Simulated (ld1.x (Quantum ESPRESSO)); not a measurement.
## Before and after: ultrasoft potential for magnesium

- Element: Mg (Z = 12)
- Generator: ld1.x (Quantum ESPRESSO) 7.5
- Type: ultrasoft
- Functional: PBE
- Relativity: scalar-relativistic
- Frozen core: [Ne]
- Valence charge: 2
- Reference configuration: 3s2 3p0
- Partial waves: 3s (bound): rcut 2.05, rcutus 2.30 bohr; 3s channel at 1.2 Ry: rcut 2.05, rcutus 2.30 bohr; 3p (bound, empty): rcut 2.20, rcutus 2.95 bohr; 3p channel at 2.6 Ry: rcut 2.20, rcutus 2.95 bohr
- Local potential: all-electron potential smoothed inside 2.65 bohr (lloc = -1)
- Core correction: Bessel-smoothed model core, default radius (core density twice the valence density)
- Augmentation charge: PSQ, inside the norm-conserving radii

All-electron outer shells of the reference configuration (PBE, scalar-relativistic, ld1.x):

```
shell  level (eV)  outermost node (bohr)  outermost maximum (bohr)
   2s      -79.85                   0.18                      0.54
   2p      -46.61                      –                      0.48
   3s       -4.70                   0.90                      2.56
   3p       -1.33                   0.96                      3.46
```

Change: type RRKJ; waves now 3p (bound): rc 2.95 bohr; 3s (bound): rc 2.30 bohr; local potential the s channel; rho0 0.02.

Cutoffs: the cutoffs (Ry, on a coarse ladder) from which the occupation-weighted sum of valence levels, in a spherical-Bessel basis at the reference potential, stays within 10 and 1 mRy of its value at 400 Ry; they do not see the model core or the augmentation charge, which bear on the density cutoff. Errors are all-electron minus pseudo energies relative to the spin-unpolarised reference configuration.

How do hardness, ghosts and transferability respond?

The potential gets harder (6 Ry and 6 Ry → 6 Ry and 18 Ry); of the 5 tests that both files solve, the error grows in 2 and shrinks in 2 by more than 15 % and 0.3 meV (median size 2.1 → 2.4 meV); the range in which the s phases agree narrows (upper end at the end of the scan → 1.6); the range in which the p phases agree narrows (upper end at the end of the scan → 0.4); neither file shows a bound ghost. Several settings change at once here, so the effects cannot be laid on one of them.

| quantity | base | changed |
| --- | --- | --- |
| cutoff, loose | 6 Ry | 6 Ry |
| cutoff, tight | 6 Ry | 18 Ry |
| bound ghosts | none | none |
| error for 3s1 3p0, meV [ΔE 7.96 eV] | -2.1 | +1.1 |
| error for 3s1.5 3p0, meV [ΔE 3.14 eV] | -0.4 | +0.3 |
| error for 3s1 3p1, meV [ΔE 3.49 eV] | -1.6 | -2.4 |
| error for 3s0 3p1, meV [ΔE 12.33 eV] | -7.7 | +30 |
| error for 3s0 3p2, meV [ΔE 7.18 eV] | -6.2 | -4.6 |
| s: phases at 3.19 bohr within 0.05 rad from the reference energy up to (Ry; the scan ends near 5) | to the end of the scan | 1.6 |
| p: phases at 3.19 bohr within 0.05 rad from the reference energy up to (Ry; the scan ends near 5) | to the end of the scan | 0.4 |
